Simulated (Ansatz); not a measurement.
Reaction (formal exchange of groups at a C–C bond): `CCCCc1ccccc1` + `CC(F)(F)F` → `FC(F)(F)Cc1ccccc1` + `CCCC`

Program: Ansatz. Geometries: PBE0-D4/def2-TZVP. ΔE: electronic, gas phase. CCSD(T)/CBS is the MP2 limit (def2-TZVPP, def2-QZVPP) plus CCSD(T) − MP2 in def2-TZVPP, frozen cores. Functionals use def2-TZVPP. B3LYP here is the variant with VWN-RPA as its local correlation; programs differ in this. Each species was taken in one conformer, which may not be the lowest.

```json
{"level": "PBE-D4", "ΔE (kJ/mol)": "4.5", "difference from CCSD(T)/CBS": "-0.8"}
{"level": "r2SCAN-D4", "ΔE (kJ/mol)": "3.5", "difference from CCSD(T)/CBS": "-1.8"}
{"level": "PBE0-D4", "ΔE (kJ/mol)": "4.8", "difference from CCSD(T)/CBS": "-0.5"}
{"level": "B3LYP-D4", "ΔE (kJ/mol)": "4.6", "difference from CCSD(T)/CBS": "-0.7"}
{"level": "ωB97X-V", "ΔE (kJ/mol)": "3.0", "difference from CCSD(T)/CBS": "-2.3"}
{"level": "ωB97M-V", "ΔE (kJ/mol)": "3.2", "difference from CCSD(T)/CBS": "-2.1"}
{"level": "B2PLYP", "ΔE (kJ/mol)": "3.8", "difference from CCSD(T)/CBS": "-1.5"}
{"level": "PBE", "ΔE (kJ/mol)": "3.1", "difference from CCSD(T)/CBS": "-2.2"}
{"level": "r2SCAN", "ΔE (kJ/mol)": "2.9", "difference from CCSD(T)/CBS": "-2.4"}
{"level": "PBE0", "ΔE (kJ/mol)": "3.5", "difference from CCSD(T)/CBS": "-1.8"}
{"level": "B3LYP", "ΔE (kJ/mol)": "2.6", "difference from CCSD(T)/CBS": "-2.7"}
{"level": "HF/def2-TZVPP", "ΔE (kJ/mol)": "2.6", "difference from CCSD(T)/CBS": "-2.7"}
{"level": "MP2/def2-TZVPP", "ΔE (kJ/mol)": "6.3", "difference from CCSD(T)/CBS": "1.0"}
{"level": "SCS-MP2/def2-TZVPP", "ΔE (kJ/mol)": "5.1", "difference from CCSD(T)/CBS": "-0.2"}
{"level": "CCSD/def2-TZVPP", "ΔE (kJ/mol)": "3.8", "difference from CCSD(T)/CBS": "-1.5"}
{"level": "CCSD(T)/def2-TZVPP", "ΔE (kJ/mol)": "4.1", "difference from CCSD(T)/CBS": "-1.2"}
{"level": "HF/def2-QZVPP", "ΔE (kJ/mol)": "3.0", "difference from CCSD(T)/CBS": "-2.3"}
{"level": "MP2/def2-QZVPP", "ΔE (kJ/mol)": "7.1", "difference from CCSD(T)/CBS": "1.8"}
{"level": "SCS-MP2/def2-QZVPP", "ΔE (kJ/mol)": "5.9", "difference from CCSD(T)/CBS": "0.6"}
{"level": "HF/CBS(def2)", "ΔE (kJ/mol)": "3.0", "difference from CCSD(T)/CBS": "-2.3"}
{"level": "MP2/CBS(def2)", "ΔE (kJ/mol)": "7.5", "difference from CCSD(T)/CBS": "2.2"}
{"level": "CCSD/CBS(def2)", "ΔE (kJ/mol)": "4.9", "difference from CCSD(T)/CBS": "-0.4"}
{"level": "CCSD(T)/CBS", "ΔE (kJ/mol)": "5.3", "difference from CCSD(T)/CBS": "0"}
```

Largest T1 diagnostic among the species: 0.011.
